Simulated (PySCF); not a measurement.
H₃Cl₂FOSi₂ (SMILES F[Si](Cl)(Cl)O[SiH3]), singlet, at a GFN2-xTB geometry, atoms displaced at random by about 0.08 Å a coordinate. Base run: R2SCAN/STO-3G, gradient (PySCF).

Here is a job for PySCF.
```python
from pyscf import gto, scf, dft

mol = gto.Mole()
mol.atom = '''
    F     0.872378   -0.429874    1.546516
    Si    0.372072    0.027600    0.275325
    Cl    1.483407   -0.930020   -1.179642
    Cl    0.890759    2.098861    0.142581
    O    -0.935017   -0.076209   -0.034074
    Si   -2.599324   -0.851178    0.145775
    H    -2.443100   -2.043311   -0.595555
    H    -3.359237    0.301659   -0.724436
    H    -3.071108   -0.862697    1.625793
'''
mol.basis = 'sto-3g'
mol.charge = 0
mol.spin = 0
mol.verbose = 4
mol.build()

mf = dft.RKS(mol)
mf.xc = 'r2scan'
mf.kernel()
g = mf.nuc_grad_method()
grad = g.kernel()
```

The coordinate followed is z of atom 9.

The base run was repeated with changes; each row names its change, and settings that it needs were set with it.

| change | dE/dx (Eh/bohr) | net force (Eh/bohr) |
|---|---|---|
| base | 0.039269 | 0.004791 |
| conv_tol = 1e-6 | 0.039257 | 0.004791 |
| grids.level = 5; grid_response = on | 0.039277 | 0.000000 |
| density fitting = on; auxbasis_response = off | 0.039169 | 0.005861 |
| finite difference step (bohr) = 0.05; conv_tol = 1e-11 | 0.039134 | - |
| density fitting = on | 0.039251 | 0.004790 |
| grids.level = 1; grid_response = off | 0.039281 | 0.012123 |
| grid_response = on | 0.039268 | 0.000000 |
| grids.level = 0; grid_response = off | 0.039156 | 0.036535 |
| conv_tol = 1e-4 | 0.039287 | 0.004791 |
| grids.level = 5; grid_response = off | 0.039276 | 0.001185 |
| finite difference step (bohr) = 0.01; conv_tol = 1e-11 | 0.039263 | - |

The net force is zero for an exact gradient.
